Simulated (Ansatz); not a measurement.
Abridged output of a molecular run in Ansatz:

```
Functional definition: HF
1466 factors; integrals over basis functions are off by at most 9.4e-4 eV
mean field evaluation 1: about -73590.2403 eV, gradient 3.7e1 eV
mean field evaluation 2: about -73590.4898 eV, gradient 3.7e1 eV
mean field evaluation 4: about -73593.4673 eV, gradient 4.6e0 eV
mean field evaluation 8: about -73593.5330 eV, gradient 4.3e-1 eV
mean field -73593.53411544 eV, -2704.5124952535 hartree, gradient 1.5e-6 eV, S^2 0.000000; 0 other end points of the search recorded, 0 dependent functions left out
17 core orbitals not correlated: weight in the atoms' cores, before any rotation towards them, 1.000 or more for the frozen orbitals, at most 0.000 for the correlated occupied ones
reference -73593.53411544 eV, -2704.5124952535 hartree; 20, 20 occupied and 202, 202 virtual orbitals, 1466 factors
second order -28.07582836 eV of doubles, -0.00000000 eV of singles
cycle   1  -27.99297685 eV  change    8.3e-2 eV  update   1.3e-1
cycle   2  -28.75529733 eV  change   -7.6e-1 eV  update   4.0e-2
cycle   3  -28.92525603 eV  change   -1.7e-1 eV  update   2.3e-2
cycle   4  -28.90308803 eV  change    2.2e-2 eV  update   6.4e-3
cycle   5  -28.89790821 eV  change    5.2e-3 eV  update   3.2e-3
cycle   6  -28.89991107 eV  change   -2.0e-3 eV  update   1.0e-3
cycle   7  -28.89949840 eV  change    4.1e-4 eV  update   5.1e-4
cycle   8  -28.89930448 eV  change    1.9e-4 eV  update   1.9e-4
cycle   9  -28.89941268 eV  change   -1.1e-4 eV  update   1.0e-4
cycle  10  -28.89939521 eV  change    1.7e-5 eV  update   3.2e-5
perturbative correction -1.24032283 eV, -0.0455810235 hartree
Total energy: -73623.67383348 eV, -2705.6201094621 hartree
```

Its atoms:

Z-matrix (Å, degrees):
```
N
C 1 1.318
H 1 1.022 2 119.0
H 1 1.004 2 120.1 3 -170.6
O 2 1.238 1 125.4 3 -7.5
H 2 1.096 1 116.0 3 173.1
Ge 5 2.082 2 130.0 1 -16.7
Cl 7 2.307 5 95.9 2 43.3
H 7 1.591 5 86.9 2 135.7
```

(1) Which basis set was used?
A. def2-SVP
B. def2-TZVPP
C. def2-QZVPP
D. cc-pV(D+d)Z

(2) Write the keys of the input that set method, charge and spin (a neutral closed shell needs none for the last two).

## Answers

(1) B. It gives 239 functions.

(2) 
```yaml
correlation: {method: ccsd_t}
```
